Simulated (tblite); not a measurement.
Record of a relaxation.

Compound: C5H9F2Ga.
SMILES with atom numbers: `[CH3:1][CH2:2][CH2:3]/[C:4]([F:5])=[CH:6]/[GaH:7][F:8]` (hydrogens: H9, H10, H11 on C1; H12, H13 on C2; H14, H15 on C3; H16 on C6; H17 on Ga7)

Computed with GFN2-xTB (tblite), gas phase: L-BFGS steps from a force-field or distance-geometry start until the largest atomic force falls under 0.01 eV/Å. 6 of its 164 geometries are shown.

Step 0: E = -707.0472 eV, largest atomic force 1.888 eV/Å
```
atom  x, y, z in Å  |  force x, y, z in eV/Å
C1     -2.836   -0.054   -0.028   -1.665  -0.001   0.505
C2     -1.437    0.356   -0.381    0.532  -0.967  -0.459
C3     -0.537   -0.168    0.760   -0.331   0.478   0.269
C4      0.882    0.184    0.516   -0.438  -0.092   0.305
F5      1.164    1.519    0.438    0.186  -0.371  -0.066
C6      1.839   -0.706    0.409    1.860   0.072  -0.313
Ga7     3.751    0.152    0.084   -0.841   0.106   0.182
F8      5.134   -0.948   -0.062   -0.229   0.275   0.010
H9     -2.965   -1.153   -0.087    0.209   0.552   0.037
H10    -3.064    0.229    1.042    0.002  -0.098  -1.221
H11    -3.605    0.378   -0.716    0.643  -0.168   0.683
H12    -1.155   -0.188   -1.319   -0.018   0.524   0.566
H13    -1.303    1.425   -0.566   -0.143  -0.165   0.288
H14    -0.855    0.262    1.745    0.109  -0.231  -0.758
H15    -0.618   -1.267    0.812   -0.039   0.473   0.062
H16     1.643   -1.770    0.495    0.038   0.202  -0.060
H17     3.957    1.763    0.040    0.125  -0.589  -0.031
```

Step 33: E = -707.4344 eV, largest atomic force 0.091 eV/Å
```
atom  x, y, z in Å  |  force x, y, z in eV/Å
C1     -2.894   -0.039   -0.060    0.014  -0.005  -0.016
C2     -1.433    0.312   -0.321   -0.087   0.008  -0.027
C3     -0.531   -0.196    0.813   -0.039   0.003  -0.030
C4      0.907    0.045    0.529    0.031  -0.003  -0.053
F5      1.226    1.382    0.407    0.026   0.043   0.042
C6      1.927   -0.779    0.352    0.046  -0.026   0.022
Ga7     3.634    0.233    0.074   -0.022   0.010  -0.003
F8      5.066   -0.760   -0.072   -0.005   0.007  -0.006
H9     -3.032   -1.118   -0.046    0.012   0.023   0.026
H10    -3.223    0.363    0.897    0.014  -0.001  -0.031
H11    -3.528    0.372   -0.842    0.031   0.001   0.022
H12    -1.116   -0.135   -1.266    0.024  -0.018   0.003
H13    -1.327    1.395   -0.412    0.023  -0.025   0.019
H14    -0.801    0.328    1.732   -0.007   0.022   0.051
H15    -0.683   -1.264    0.966   -0.016  -0.037  -0.011
H16     1.810   -1.851    0.419   -0.038  -0.018   0.006
H17     3.993    1.724    0.013   -0.006   0.015  -0.014
```

Step 65: E = -707.4452 eV, largest atomic force 0.048 eV/Å
```
atom  x, y, z in Å  |  force x, y, z in eV/Å
C1     -2.868    0.009   -0.091    0.007   0.015   0.001
C2     -1.387    0.278   -0.315    0.025  -0.015   0.020
C3     -0.544   -0.244    0.860    0.016   0.010   0.019
C4      0.903    0.002    0.622   -0.005   0.010  -0.003
F5      1.234    1.345    0.654    0.021  -0.019  -0.014
C6      1.915   -0.806    0.353   -0.005  -0.005  -0.004
Ga7     3.582    0.260    0.029    0.013  -0.045   0.010
F8      5.071   -0.652   -0.104   -0.035   0.015   0.023
H9     -3.054   -1.054    0.044    0.020   0.006  -0.015
H10    -3.220    0.533    0.794   -0.016   0.001   0.023
H11    -3.446    0.353   -0.944   -0.017   0.005  -0.015
H12    -1.055   -0.205   -1.238   -0.010  -0.024   0.026
H13    -1.220    1.352   -0.423   -0.006  -0.017   0.000
H14    -0.846    0.277    1.772   -0.018   0.002  -0.005
H15    -0.709   -1.314    0.998    0.007   0.019  -0.028
H16     1.780   -1.879    0.318   -0.001   0.002  -0.025
H17     3.856    1.756   -0.147    0.005   0.040  -0.013
```

Step 98: E = -707.4892 eV, largest atomic force 0.038 eV/Å
```
atom  x, y, z in Å  |  force x, y, z in eV/Å
C1     -2.830    0.065   -0.058    0.011   0.000   0.010
C2     -1.334    0.179   -0.312    0.013   0.006  -0.003
C3     -0.516   -0.268    0.911   -0.002   0.001  -0.016
C4      0.934   -0.090    0.640   -0.004  -0.015   0.000
F5      1.419    1.159    1.050   -0.014   0.031   0.014
C6      1.839   -0.835    0.026    0.006   0.000  -0.009
Ga7     3.494    0.306   -0.011    0.008  -0.009  -0.023
F8      4.981   -0.299    0.676    0.012  -0.008   0.030
H9     -3.118   -0.974    0.087    0.003   0.004   0.022
H10    -3.106    0.627    0.831   -0.036   0.006  -0.010
H11    -3.388    0.461   -0.903    0.007  -0.012   0.011
H12    -1.054   -0.438   -1.168   -0.008   0.000  -0.014
H13    -1.078    1.213   -0.550   -0.016   0.021   0.017
H14    -0.793    0.337    1.777   -0.007  -0.021  -0.010
H15    -0.726   -1.317    1.132    0.014   0.015  -0.016
H16     1.577   -1.818   -0.331    0.002  -0.032   0.007
H17     3.693    1.702   -0.616    0.011   0.012  -0.012
```

Step 130: E = -707.5047 eV, largest atomic force 0.027 eV/Å
```
atom  x, y, z in Å  |  force x, y, z in eV/Å
C1     -2.857    0.035    0.000    0.004  -0.003   0.001
C2     -1.383    0.260   -0.305    0.003   0.005   0.001
C3     -0.498   -0.270    0.834    0.004   0.002  -0.005
C4      0.944   -0.068    0.532    0.012  -0.024   0.000
F5      1.397    1.221    0.851   -0.002  -0.007  -0.005
C6      1.871   -0.841   -0.010   -0.012   0.004  -0.002
Ga7     3.538    0.281    0.005    0.006  -0.010  -0.001
F8      4.864   -0.260    1.010    0.000   0.007   0.004
H9     -3.052   -1.022    0.167   -0.015   0.002  -0.001
H10    -3.155    0.584    0.890    0.006  -0.006   0.007
H11    -3.474    0.370   -0.830    0.013   0.012  -0.005
H12    -1.115   -0.254   -1.231    0.000   0.002   0.014
H13    -1.189    1.325   -0.443   -0.014   0.000  -0.005
H14    -0.744    0.260    1.757   -0.005  -0.004  -0.002
H15    -0.685   -1.334    0.980    0.002   0.001  -0.011
H16     1.632   -1.856   -0.292    0.004   0.010   0.020
H17     3.900    1.579   -0.730   -0.007   0.009  -0.008
```

Step 163: E = -707.5125 eV, largest atomic force 0.009 eV/Å
```
atom  x, y, z in Å  |  force x, y, z in eV/Å
C1     -2.856    0.094    0.008   -0.001  -0.001   0.002
C2     -1.376    0.300   -0.288   -0.003   0.002  -0.001
C3     -0.498   -0.353    0.790   -0.001   0.001  -0.001
C4      0.944   -0.138    0.507    0.000  -0.004  -0.004
F5      1.330    1.204    0.667    0.003   0.007   0.001
C6      1.925   -0.929    0.108    0.000   0.001  -0.001
Ga7     3.523    0.289    0.001   -0.005  -0.002  -0.003
F8      4.831    0.047    1.134    0.006  -0.002   0.006
H9     -3.095   -0.967    0.045   -0.002  -0.002  -0.003
H10    -3.122    0.539    0.963    0.002   0.001   0.001
H11    -3.463    0.556   -0.767    0.002  -0.002   0.000
H12    -1.129   -0.134   -1.259   -0.001  -0.003  -0.003
H13    -1.156    1.368   -0.331    0.003   0.004   0.003
H14    -0.740    0.088    1.761   -0.001  -0.003   0.002
H15    -0.694   -1.425    0.833   -0.002   0.000   0.004
H16     1.744   -1.983   -0.039    0.000   0.001   0.001
H17     3.825    1.455   -0.952   -0.002   0.002  -0.002
```

Q: Summarise the path.

A: The energy falls by 44.90 kJ/mol from step 0 to step 163; nine tenths of that is first reached at step 85. It falls at every step. The largest force goes from 1.888 to 0.009 eV/Å. Among the bonds C6–Ga7 changes most, from 2.120 to 2.012 Å; the atoms move by 0.538 Å rms after alignment.

Q: Follow the three bonds and two angles with the largest change from start to end.

A: 
```
step  E above end (kJ/mol)  largest force (eV/Å)  C6–Ga7 (Å)  Ga7–H17 (Å)  C1–H10 (Å)  Ga7–C6–H16 (°)  C3–C4–C6 (°)
   0                 44.90                 1.888       2.120        1.625       1.130           124.8         123.4
   7                 13.88                 0.280       1.985        1.518       1.093           128.4         128.2
  14                  9.46                 0.168       1.995        1.533       1.089           126.9         130.1
  21                  8.42                 0.064       2.004        1.540       1.088           127.6         131.4
  28                  7.91                 0.090       2.001        1.535       1.087           126.6         132.3
  35                  7.43                 0.045       2.004        1.536       1.089           127.6         132.0
  43                  7.18                 0.059       2.004        1.537       1.088           129.1         132.0
  50                  6.90                 0.058       2.005        1.534       1.088           129.2         132.3
  57                  6.72                 0.034       2.007        1.534       1.088           128.9         132.6
  64                  6.53                 0.045       2.005        1.534       1.087           128.7         132.6
  71                  6.26                 0.069       2.003        1.539       1.087           128.6         132.2
  78                  5.99                 0.090       2.003        1.536       1.089           129.0         132.2
  85                  4.26                 0.152       2.008        1.529       1.087           131.8         132.7
  92                  2.88                 0.138       2.010        1.535       1.086           135.1         133.4
  99                  2.20                 0.033       2.011        1.535       1.087           135.5         133.1
 106                  1.80                 0.046       2.011        1.534       1.088           134.6         133.1
 113                  1.32                 0.069       2.013        1.536       1.088           134.6         133.2
 120                  0.97                 0.032       2.011        1.536       1.087           134.8         133.1
 128                  0.77                 0.023       2.009        1.535       1.088           135.3         133.0
 135                  0.71                 0.020       2.011        1.536       1.087           135.3         133.2
 142                  0.62                 0.039       2.009        1.534       1.088           135.2         133.2
 149                  0.21                 0.050       2.012        1.534       1.087           136.4         133.7
 156                  0.03                 0.021       2.011        1.534       1.088           135.9         133.6
 163                  0.00                 0.009       2.012        1.536       1.088           135.8         133.8
```

The cost below is that of the whole relaxation. The run took 3.3 s of wall time on one thread, Intel Xeon at 2.50 GHz (x86_64), on a shared host.
